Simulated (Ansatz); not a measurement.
Consider the ligand exchange at the In–O bond: `[NH2][In]([OH])[O][SiH3]` + NH₃ → `[NH2][In]([NH2])[O][SiH3]` + H₂O.

Computed with Ansatz on PBE0-D4/def2-TZVP structures; ΔE is electronic, products minus reactants. CBS: MP2 limit from def2 TZ/QZ plus the TZ coupled-cluster correction, frozen cores. This one scheme is used for every species. Functionals use def2-TZVPP. Elements past krypton have def2 core potentials. For In outer-core shells are correlated without core-valence functions, which leaves a few kJ/mol of doubt a bond. Each species was taken in one conformer, which may not be the lowest.

```
          level  ΔE (kJ/mol)  difference from CCSD(T)/CBS
         B97M-V         27.7                         11.3
        ωB97X-V         21.0                          4.6
         B2PLYP         22.2                          5.8
       PBE-QIDH         17.2                          0.8
         revPBE         24.8                          8.4
           BLYP         27.5                         11.1
    HF/def2-SVP         22.2                          5.8
  HF/def2-TZVPP         21.7                          5.3
CCSD/def2-TZVPP         16.8                          0.4
 CCSD/CBS(def2)         15.9                         -0.5
    CCSD(T)/CBS         16.4                            0
```

Largest T1 diagnostic among the species: 0.016.

In def2-TZVPP, CCSD(T) changes the Hartree–Fock value by −4.4 kJ/mol (the triples alone add +0.5 kJ/mol) and MP2 by −5.8 kJ/mol. From BLYP to BHLYP (50 % exact exchange), in def2-TZVPP and without D4, ΔE moves by −6.4 kJ/mol. Leaving LDA and LC-ωPBE aside and taking each functional with its dispersion term where it has one, the values spread over 10.5 kJ/mol, from PBE-QIDH to B97M-V. LDA lies −6.7 kJ/mol from PBE without D4.

CCSD(T)/CBS has its own doubt, a few kJ/mol and more with outer-core shells, so smaller differences from it don't rank the levels.
